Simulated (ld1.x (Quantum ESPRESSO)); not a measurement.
**Pseudopotential generation for Te: PAW, LDA (PZ), scalar-relativistic.**

- Element: tellurium (Te)
- Generator: ld1.x (Quantum ESPRESSO) 7.5
- Type: PAW
- Functional: LDA (PZ)
- Relativity: scalar-relativistic
- Frozen core: [Kr]
- Valence charge: 16
- Reference configuration: 4d10 5s2 5p4
- Partial waves: 5s (bound): rcut 1.50, rcutus 2.00 bohr; 5s channel at -0.65 Ry: rcut 1.50, rcutus 2.00 bohr; 5p (bound): rcut 1.80, rcutus 2.30 bohr; 5p channel at 0.95 Ry: rcut 1.80, rcutus 2.30 bohr; 4d (bound): rcut 1.20, rcutus 1.65 bohr; 4d channel at -0.55 Ry: rcut 1.20, rcutus 1.65 bohr; 4f channel at 0.2 Ry: rcut 2.00, rcutus 2.30 bohr
- Local potential: all-electron potential smoothed inside 2.25 bohr (lloc = -2)
- Core correction: a·sin(br)/r model core inside 1.45 bohr
- Augmentation charge: BESSEL, radius 1.05 bohr

- Cutoffs needed: 45 Ry and 90 Ry (the cutoffs (Ry, on a coarse ladder) from which the occupation-weighted sum of valence levels, in a spherical-Bessel basis at the reference potential, stays within 10 and 1 mRy of its value at 400 Ry)
- Ghost test: no extra level below or beside the all-electron valence levels (s, p, d, f tested) (spherical-Bessel basis up to 400 Ry, 20 bohr box)
- Largest excitation error: -34 meV (all-electron minus pseudo) for 4d10 5s2 5p0, out of 7 test configurations
- Lowest eigenvalue of the overlap operator: 0.11 (d channel)
